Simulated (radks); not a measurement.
Values are calculated unless marked as measured or tabulated.
Problem. The mean radii <r> (bohr) of the occupied orbitals of an atom or ion are listed with their occupations. Code: a radial shooting solver on a logarithmic mesh with Libxc functionals. Model: scalar-relativistic Kohn-Sham, SCAN, spin-unpolarised, spherical densities, finite nucleus; meta-GGA in the generalised Kohn-Sham scheme; Fermi nuclear charge, rms radius of each element as measured or else 0.836 A^(1/3) + 0.57 fm.

| orbital | occ. | <r> |
|---|---|---|
| 1s | 2 | 0.05825 |
| 2s | 2 | 0.2514 |
| 2p | 3 | 0.2182 |

Name the element and its charge.

Solution. Z = 26, iron, charge +19: Fe19+ in [He] 2s2 2p3. The 1s radius gives Z: for a bare nucleus <r> = (2 gamma + 1)/(2Z) with gamma = sqrt(1 - (Z/c)^2), 0.05699 bohr for Z = 26, and screening makes it slightly larger (0.05825 here). The occupations add up to 7, and the charge is Z minus that.
